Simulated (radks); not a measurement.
The numbers below are computed, except where a source is named.
Mean orbital radii <r> (bohr) of the xenon ion Xe+, [Kr] 4d10 5s2 5p5, of relativity; Dirac values are averaged over j with weights 2j + 1. Spin-unpolarised spherical Kohn-Sham, BLYP, point nucleus unless stated (finite: rms radius 4.7859 fm), a radial shooting solver on a logarithmic mesh with Libxc functionals. A level marked "c x" has the speed of light scaled by that factor and shares open shells by 2j + 1; other Dirac levels either fill j = l - 1/2 first or share by 2j + 1.

| shell | non-rel. |
|---|---|
| 1s | 0.02814 |
| 2s | 0.1210 |
| 2p | 0.1030 |
| 3s | 0.3205 |
| 3p | 0.3107 |
| 3d | 0.2812 |
| 4s | 0.7466 |
| 4p | 0.7776 |
| 4d | 0.8706 |
| 5s | 1.897 |
| 5p | 2.213 |

Give the values at the level "Dirac, c x 2".

Answer. 
shell  Dirac, c x 2  change of magnitude (%)
1s          0.02778                    -1.28
2s           0.1193                    -1.38
2p           0.1023                    -0.71
3s           0.3170                    -1.09
3p           0.3090                    -0.53
3d           0.2812                    -0.03
4s           0.7393                    -0.98
4p           0.7743                    -0.42
4d           0.8720                    +0.16
5s            1.879                    -0.95
5p            2.208                    -0.22
